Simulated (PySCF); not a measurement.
# Radial density of Mo (molybdenum, neutral)

TPSS, [Kr] 4d4 5s2, high-spin 5D determinant (an excited configuration). Calculation: PySCF 2.14, in aug-cc-pVTZ-PP with one added diffuse shell each of s, p, d, f, g type with ECP28MDF (7s7p6d4f3g, 113 functions); scalar relativity through the core potential. This is the valence pseudo-density: the core potential removes the inner electrons and smooths the orbitals near the nucleus.

```csv
r (bohr),4πr²ρ (e/bohr),4πr²(ρα − ρβ)
0.0347,1.888e-05,0.0000
0.0584,4.737e-05,0.0000
0.0983,0.0001694,0.0000
0.165,0.001443,0.0003
0.278,0.02381,0.0055
0.468,0.6673,0.0956
0.787,7.403,0.9471
1.32,9.093,2.2895
2.23,2.497,1.3510
3.74,0.7334,0.2352
6.30,0.06980,-0.0017
10.6,0.0006611,-0.0002
```

⟨L²⟩ = 7.09 against 6 for a pure D term, so this real determinant mixes terms. Energies and moments cover only the electrons outside the core potential.
